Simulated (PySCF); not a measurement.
A side-by-side comparison of computed properties.

First species: InH2(SMe), CH5InS.
SMILES: `[S]([InH2])C`

Second species: 1,1,1,2-tetrafluoroethane, C2H2F4.
Z-matrix (Å and degrees, PBE0-D3(BJ)/def2-SVP geometry), rows numbered from 1:
```
F 
C   1  1.3570
C   2  1.5136  1  109.98
F   3  1.3299  2  111.56  1   -60.57
F   3  1.3306  2  111.69  1    60.39
F   3  1.3360  2  109.03  1   179.96
H   2  1.1018  1  110.35  3  -119.39
H   2  1.1016  1  110.36  3   119.51
```

Levels: B3LYP/def2-SVPD for dipole moment, HOMO energy, LUMO energy, HOMO–LUMO gap and static isotropic polarisability; TDDFT B3LYP/def2-SVPD for lowest singlet excitation; TDA B3LYP/def2-SVPD for lowest triplet excitation (Tamm–Dancoff); ΔSCF B3LYP/def2-SVPD for vertical ionisation energy; PBE0-D3(BJ)/def2-SVP for rotational constant A and rotational constant C. Geometries: PBE0-D3(BJ)/def2-SVP. Each structure is a single optimised conformer of the isolated species (atoms past krypton carry core potentials, spin–orbit coupling is left out). Electronic properties by PySCF.

The conformers computed, where there is a choice (atom-mapped SMILES and torsion angles):
- `[F:1][CH2:2][C:3]([F:4])([F:5])[F:6]`: F1–C2–C3–F4 -61°

Values for the first species:

```
Dipole moment                            : 1.57 D
HOMO energy                              : -6.63 eV
LUMO energy                              : -1.88 eV
HOMO–LUMO gap                            : 4.75 eV
Lowest singlet excitation                : 4.19 eV
Lowest triplet excitation (Tamm–Dancoff) : 3.47 eV
Static isotropic polarisability          : 77.6 au
Vertical ionisation energy               : 8.91 eV
Rotational constant A                    : 14.260 GHz
Rotational constant C                    : 1.837 GHz
```

Question: Estimate the same properties for the second species, and the change in each.

Answer: 
```
                                property       first     second  second less first
                           dipole moment      1.57 D     2.03 D            +0.46 D
                             HOMO energy    -6.63 eV  -10.44 eV           -3.81 eV
                             LUMO energy    -1.88 eV    0.23 eV           +2.11 eV
                           HOMO–LUMO gap     4.75 eV   10.67 eV           +5.92 eV
               lowest singlet excitation     4.19 eV    9.54 eV           +5.35 eV
lowest triplet excitation (Tamm–Dancoff)     3.47 eV    9.14 eV           +5.67 eV
         static isotropic polarisability     77.6 au    30.3 au           -47.3 au
              vertical ionisation energy     8.91 eV   13.21 eV           +4.30 eV
                   rotational constant A  14.260 GHz  5.387 GHz         -8.873 GHz
                   rotational constant C   1.837 GHz  2.776 GHz         +0.939 GHz
```

On the first: The 10 singlets span 4.19 to 6.72 eV, and their oscillator strengths add up to 0.54. No computed singlet falls in the visible range (750 to 380 nm, 1.65 to 3.26 eV); S1 lies 0.93 eV above its blue end. Atoms past krypton carry effective core potentials; spin–orbit coupling is left out.

On the second: The principal polarisabilities are 29.4, 30.4 and 31.2 au; their mean is the isotropic value. A dipole of 2.03 D is allowed in Cs, and pure rotational transitions are dipole-allowed.
